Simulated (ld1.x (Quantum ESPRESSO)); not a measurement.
**What one change does to a pseudopotential (boron, TM)**

| Item | Value |
| --- | --- |
| Element | boron |
| Generator | ld1.x (Quantum ESPRESSO) 7.5 |
| Type | norm-conserving Troullier–Martins (Kleinman–Bylander form) |
| Functional | Wu–Cohen |
| Relativity | scalar-relativistic |
| Frozen core | [He] |
| Valence charge | 3 |
| Reference configuration | 2s2 2p0 (charge +1) |
| Partial waves | 2s (bound): rc 1.40 bohr; 2p (bound, empty): rc 3.40 bohr; 3d channel at -0.2 Ry: rc 3.70 bohr |
| Local potential | the d channel |
| Core correction | none |

Change: wave 3d channel at -0.2 Ry: rc 3.70 bohr becomes 3d channel at 1.52 Ry: rc 3.70 bohr.

Cutoffs: the cutoffs (Ry, on a coarse ladder) from which the occupation-weighted sum of valence levels, in a spherical-Bessel basis at the reference potential, stays within 10 and 1 mRy of its value at 400 Ry; they do not see the model core or the augmentation charge, which bear on the density cutoff. Errors are all-electron minus pseudo energies relative to the spin-unpolarised reference configuration.

How do hardness, ghosts and transferability respond?

The potential gets neither clearly harder nor softer (21 Ry and 55 Ry → 21 Ry and 55 Ry); a bound ghost appears in p, s, which as a rule spoils a file; of the 7 tests that both files solve, the error grows in 6 and shrinks in 0 by more than 15 % and 0.3 meV (median size 115.3 → 260.5 meV); the range in which the s phases agree narrows (upper end -0.2 → -1.3).

```csv
quantity,base,changed
"cutoff, loose",21 Ry,21 Ry
"cutoff, tight",55 Ry,55 Ry
bound ghosts,none,"s, p"
"error for 2s2 2p1, meV [ΔE -8.15 eV]",+115,-419
"error for 2s1 2p0, meV [ΔE 25.30 eV]",+30,-139
"error for 2s2 2p0.5, meV [ΔE -5.29 eV]",+43,-68
"error for 2s1 2p1, meV [ΔE 6.15 eV]",-15,-16
"error for 2s2 2p1.3, meV [ΔE -8.87 eV]",+146,-759
"error for 2s1 2p2, meV [ΔE -2.31 eV]",+183,-334
"error for 2s0 2p3, meV [ΔE 3.54 eV]",+223,-261
s: phases at 3.99 bohr within 0.05 rad from the reference energy up to (Ry; the scan ends near 5),-0.2,-1.3
p: phases at 3.99 bohr within 0.05 rad from the reference energy up to (Ry; the scan ends near 5),-0.1,-0.9
d: phases at 3.99 bohr within 0.05 rad from the reference energy up to (Ry; the scan ends near 5),1.4,1.5
```

Changed file: These tests converged, but a pseudo level misses the all-electron one widely, so the file describes the atom poorly there or has found another state: 2s2 2p1: 2p by 1.0 eV (a node warning on the way); 2s2 2p1.3: 2p by 1.1 eV; 2s1 2p2: 2p by 1.0 eV. A true bound ghost makes a file unfit for plane-wave use even where its test errors are small: the radial tests pick states by their node count and pass the ghost by.
